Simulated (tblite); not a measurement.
H$_{10}$Si$_{4}$, charge +1, doublet, at a GFN2-xTB geometry (a state made from the parent by changing its charge; the spin is typed, not shown lowest); GFN1-xTB (tblite).

tblite was given this input:
```
$ tblite run mol.xyz --method gfn1 --charge 1 --spin 1 --json tblite.json --no-restart

# file mol.xyz
14

Si     0.19794098     2.03259613    -0.87096972
Si    -0.10120428     0.03689135     0.55968342
Si     2.04771067    -0.95461304    -0.07390705
Si    -2.16100942    -1.11891038     0.43637692
H      1.45559247     2.69851147    -0.55815478
H      0.14470328     1.51238872    -2.23199509
H     -0.97449804     2.81772747    -0.50889842
H      0.12176860     0.52041957     1.93560242
H      3.15207394    -0.06333440     0.26321671
H      1.95233412    -1.20544493    -1.50866588
H      2.05588625    -2.18360865     0.71076230
H     -2.10009483    -2.29464454     1.30351681
H     -3.24313740    -0.22101734     0.83883959
H     -2.33275983    -1.52449428    -0.96079360
```

What the program printed (banner, timings and long lists left out):

```
xTB calculator
 | screened Coulomb repulsion
 | Coulomb electrostatics
 |  * isotropic Klopman-Ohno-Mataga-Nishimoto electrostatics
 |  * onsite third-order electrostatics
 | DFT-D3(BJ) dispersion correction

halogen bonding energy    0.0000000000000E+00 Eh
repulsion energy          1.0642039972172E-01 Eh
dispersion energy        -6.0909471790799E-03 Eh
number of electrons       2.5000000000000E+01 e
integral cutoff           2.8146159136829E+01 bohr

------------------------------------------------------------
  cycle        total energy    energy error   density error
------------------------------------------------------------
      1     -12.24397942579  -1.2344309E+01   3.0233009E-01
      2     -12.28255523775  -3.8575812E-02   1.6308629E-01
      3     -12.28382017994  -1.2649422E-03   3.9194983E-02
      4     -12.28474631177  -9.2613183E-04   1.3091700E-02
      5     -12.28532942658  -5.8311481E-04   1.5954679E-03
      6     -12.28533312414  -3.6975599E-06   9.3206989E-04
      7     -12.28533453470  -1.4105597E-06   3.3866156E-04
      8     -12.28533479549  -2.6079236E-07   4.4189145E-05
      9     -12.28533479747  -1.9766695E-09   9.3082195E-06
------------------------------------------------------------

electronic energy        -1.2385664250013E+01 Eh
total energy             -1.2285334797471E+01 Eh

Post processing:
 | Mayer-Wiberg bond orders

[Info] JSON dump of results written to 'tblite.json'
```
